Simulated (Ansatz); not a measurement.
Stepwise reaction of `C[Si](C)(O)[SiH3]` with hydrogen chloride, as a gas-phase model of exchange steps in deposition or etching. ΔE in kJ/mol.

Program: Ansatz. Geometries: PBE0-D4/def2-TZVP. ΔE: electronic, gas phase. CCSD(T)/CBS adds triple-zeta CCSD(T) − MP2 to the extrapolated MP2 energy (def2 sets, frozen cores). This one scheme is used for every species. DFT in def2-TZVPP. B3LYP here is the variant with VWN-RPA as its local correlation; programs differ in this. One conformer a species, not always the lowest.

```
step                                                reaction  PBE-D4  B3LYP-D4  ωB97M-V  CCSD(T)/CBS
   1  `C[Si](C)(O)[SiH3]` + HCl → `C[Si](O)([SiH3])Cl` + CH₄  -114.7    -120.4   -118.6       -117.4
```

(1) Give the row of step 2, `C[Si](O)([SiH3])Cl` + HCl → `O[Si]([SiH3])(Cl)Cl` + CH₄. (Best estimate.)

(2) By hand: ΔE of the 2 steps together at CCSD(T)/CBS.

## Answers

(1) Computed: 
| step | reaction | PBE-D4 | B3LYP-D4 | ωB97M-V | CCSD(T)/CBS |
| --- | --- | --- | --- | --- | --- |
| 2 | `C[Si](O)([SiH3])Cl` + HCl → `O[Si]([SiH3])(Cl)Cl` + CH₄ | -104.8 | -108.3 | -106.3 | -104.8 |

(2) (-117.4) + (-104.8) = -222.2 kJ/mol, or -111.1 kJ/mol a step.

In ΔE each step is higher than the one before. All are downhill at CCSD(T)/CBS. PBE-D4 differs from CCSD(T)/CBS by 0.0 to 2.7 kJ/mol a step. Isolated molecules leave out the surface, adducts and barriers. Largest T1 diagnostic: 0.011.
